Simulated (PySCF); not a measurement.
Cl2Zn, charge -1, multiplicity 2. Atoms are numbered in the order given.

```xyz
3

Zn     0.0000     0.0000     0.6285
Cl     0.0000     2.0102    -0.5545
Cl     0.0000    -2.0102    -0.5545
```
Charge -1, spin multiplicity 2.

The structure is a stationary point at B3LYP-D3(BJ)/def2-SVPD.

The numbers are results of PySCF with PBE/def2-TZVPD, not measurements.

Mulliken values depend strongly on the basis, most of all with diffuse functions as here. ESP charges are fitted to the potential on shells at 1.4 to 2.0 van der Waals radii. Atomic charges (e):

```csv
atom,meta-Löwdin,ESP fit,Mulliken,Mulliken spin
Zn1,0.62,?,-0.12,0.93
Cl2,-0.81,?,-0.44,0.04
Cl3,-0.81,?,-0.44,0.04
```

### Question
What belongs in the gaps? (An estimate is asked for; the answer gives what the named calculation found.)

### Answer

- Zn1, ESP fit: 0.06
- Cl2, ESP fit: -0.53
- Cl3, ESP fit: -0.53
